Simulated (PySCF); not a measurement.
C4H8ClF, SMILES CCC[C@@H](F)Cl. Atoms are numbered in the order given.

```xyz
14

C     -3.1265    -0.2531     0.1939
C     -1.7088    -0.8197     0.1513
C     -0.6390     0.2753     0.1815
C      0.7664    -0.2820     0.1235
F      0.9466    -0.9956    -1.0257
Cl     1.9904     1.0455     0.1807
H     -3.3154     0.4101    -0.6661
H     -3.2953     0.3370     1.1098
H     -3.8797    -1.0557     0.1691
H     -1.5702    -1.4258    -0.7587
H     -1.5546    -1.5049     1.0043
H     -0.7285     0.8812     1.0976
H     -0.7643     0.9634    -0.6711
H      0.9987    -0.9418     0.9735
```

Geometry: B3LYP-D3(BJ)/def2-SVP. The structure was generated by enumeration; whether it is a known compound was not checked. Other conformers were not sampled.

Method: PBE0/pcSseg-1 run with PySCF.

GIAO shieldings, no solvent; atoms listed in one row are averaged. δ = σ(ref) − σ: ¹³C against TMS (σ = 186.3 ppm); ¹⁹F against CFCl3 (σ = 167.2 ppm); ³⁵Cl against HCl (σ = 945.9 ppm); ¹H against TMS (σ = 31.56 ppm), references at their B3LYP-D3(BJ)/def2-TZVP geometries, non-relativistic (without spin–orbit terms, shifts of atoms bonded to Cl or Br come out too high).

Problem. Estimate the chemical shifts. (The exact figures need the calculation; the answer reports its results.)

Solution. 
```csv
nucleus,atoms,count,δ (ppm)
¹³C,C4,1,113.9
¹³C,C3,1,48.1
¹³C,C2,1,24.4
¹³C,C1,1,17.8
¹⁹F,F5,1,-157.4
³⁵Cl,Cl6,1,266.6
¹H,H14,1,6.21
¹H,H13,1,2.21
¹H,H10,1,1.84
¹H,H12,1,1.79
¹H,H11,1,1.42
¹H,"H7, H8, H9",3,1.34
```
